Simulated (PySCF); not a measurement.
All numbers come from PBE0 in PySCF with As def2-TZVP; no relativity; density-fitted integrals.

Each entry is the lowest minimum that a search over a few typed start shapes (and spin states, where more than one is plausible) found, or that minimum re-optimised at the stated level; isomers with ligand–ligand bonds, or fragments after loss of a ligand pair, can lie lower. Open shells are unrestricted.

As₃ is a doublet of C2v symmetry with As–As 2.302 Å (×2), As–As 2.468 Å; As–As–As 57.6° (×2), As–As–As 64.8°. Its wavenumbers are 155, 243, 368 cm⁻¹.

Problem. What changes when one electron is removed, giving As₃⁺?

Solution. It costs 7.29 eV between the minima (7.31 eV with zero-point energy). As₃⁺ is a singlet of D3h symmetry with As–As 2.325 Å (×3); As–As–As 60.0° (×3); wavenumbers 282 (×2), 388 cm⁻¹.
